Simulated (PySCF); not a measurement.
Species: C5H7F3.
Z-matrix (Å and degrees, PBE0-D3(BJ)/def2-SVP geometry), rows numbered from 1:
```
F 
C   1  1.3742
C   2  1.5131  1  110.03
C   3  1.5403  2  103.88  1   -72.74
C   4  1.5435  3  105.68  2   -27.65
C   5  1.5212  4  105.13  3     2.79
F   6  1.3443  2  113.00  1   -49.10
F   6  1.3626  2  107.13  1  -166.85
H   2  1.1011  1  109.10  3   127.97
H   3  1.1005  2  108.17  1   169.30
H   3  1.0989  2  111.78  1    50.48
H   4  1.0985  3  111.81  2  -150.56
H   4  1.0989  3  109.81  2    90.82
H   5  1.0985  4  113.90  3  -116.67
H   5  1.0981  4  112.08  3   120.31
```

Level: wB97X-D/def2-SVPD in PySCF, non-relativistic, on one gas-phase PBE0-D3(BJ)/def2-SVP geometry that isn't relaxed in the solvent. The solvent is an IEF-PCM continuum (van der Waals radii × 1.2), and excitations are vertical TDDFT with non-equilibrium linear response and a frozen core. The model holds no explicit solvent molecules, cavitation or dispersion.

Gas-phase singlets (H = HOMO, L = LUMO):

| state | E (eV) | λ (nm) | f | leading configurations |
| --- | --- | --- | --- | --- |
| S1 | 9.062 | 137 | 0.008 | H→L 38%, H→L+3 26% |
| S2 | 9.473 | 131 | 0.001 | H→L 38%, H→L+3 22% |
| S3 | 9.552 | 130 | 0.003 | H-1→L 63%, H→L 14% |
| S4 | 9.749 | 127 | 0.030 | H-2→L 50%, H-2→L+1 14% |
| S5 | 9.980 | 124 | 0.005 | H→L+1 44%, H→L+3 18% |

What are the lowest 5 singlets in methanol (ε = 32.61)?

| state | E (eV) | λ (nm) | f | leading configurations | change by rank (eV) |
| --- | --- | --- | --- | --- | --- |
| S1 | 9.079 | 137 | 0.008 | H→L 46%, H→L+2 24% | +0.017 |
| S2 | 9.463 | 131 | 0.003 | H-1→L 60%, H-1→L+1 14% | -0.010 |
| S3 | 9.579 | 129 | 0.000 | H→L 40%, H→L+2 22% | +0.027 |
| S4 | 9.669 | 128 | 0.029 | H-2→L 52%, H-2→L+2 22% | -0.080 |
| S5 | 9.932 | 125 | 0.004 | H→L+1 72% | -0.048 |

The ground-state energy changes by -0.182 eV from gas to methanol. By how much does the total energy of gas-phase S4 change?

E(S4) = E(S0) + excitation energy, so it changes by -0.182 − 0.080 = -0.262 eV: it is lowered more than the ground state, which is what a red shift means. This is the vertical state, with the slow part of the continuum still set for S0.

How do the frontier levels move from gas to methanol?

```json
{"orbital": "LUMO+2", "gas (eV)": "2.99", "solvent (eV)": "3.25", "change (eV)": "+0.26", "Löwdin shares, gas": "C5 13 %, H15 11 %, C3 11 %, H11 11 %", "Löwdin shares, solvent": "F1 15 %, F8 13 %, C2 10 %, H9 10 %"}
{"orbital": "LUMO+1", "gas (eV)": "2.90", "solvent (eV)": "3.00", "change (eV)": "+0.10", "Löwdin shares, gas": "H13 12 %, C4 11 %, F7 9 %, C2 9 %", "Löwdin shares, solvent": "F7 20 %, C4 11 %, H13 9 %, H11 9 %"}
{"orbital": "LUMO", "gas (eV)": "2.29", "solvent (eV)": "2.49", "change (eV)": "+0.20", "Löwdin shares, gas": "C4 14 %, C3 13 %, H12 9 %, C5 9 %", "Löwdin shares, solvent": "F1 12 %, C2 11 %, C5 10 %, C3 9 %"}
{"orbital": "HOMO", "gas (eV)": "-11.04", "solvent (eV)": "-10.96", "change (eV)": "+0.08", "Löwdin shares, gas": "C2 17 %, C6 17 %, F7 15 %, F1 13 %", "Löwdin shares, solvent": "C2 17 %, C6 16 %, F7 14 %, F1 12 %"}
{"orbital": "HOMO-1", "gas (eV)": "-11.62", "solvent (eV)": "-11.29", "change (eV)": "+0.33", "Löwdin shares, gas": "C4 21 %, C3 13 %, C5 13 %, H13 12 %", "Löwdin shares, solvent": "C4 24 %, H13 14 %, C3 13 %, C5 13 %"}
{"orbital": "HOMO-2", "gas (eV)": "-11.85", "solvent (eV)": "-11.64", "change (eV)": "+0.21", "Löwdin shares, gas": "F1 24 %, C2 21 %, C4 14 %, C3 14 %", "Löwdin shares, solvent": "C2 22 %, F1 20 %, C4 16 %, C3 15 %"}
{"orbital": "HOMO-3", "gas (eV)": "-12.29", "solvent (eV)": "-11.95", "change (eV)": "+0.34", "Löwdin shares, gas": "C5 24 %, C3 24 %, C4 24 %, H11 9 %", "Löwdin shares, solvent": "C5 26 %, C3 23 %, C4 22 %, H11 8 %"}
```

The HOMO–LUMO gap goes from 13.33 to 13.45 eV. Rows go by rank; for LUMO, LUMO+1 and LUMO+2 the atom shares or the degeneracy differ between the runs, so the row needn't follow one orbital.

Note: wB97X-D ran without an empirical dispersion term, which enters the total energy and its gradient alone.
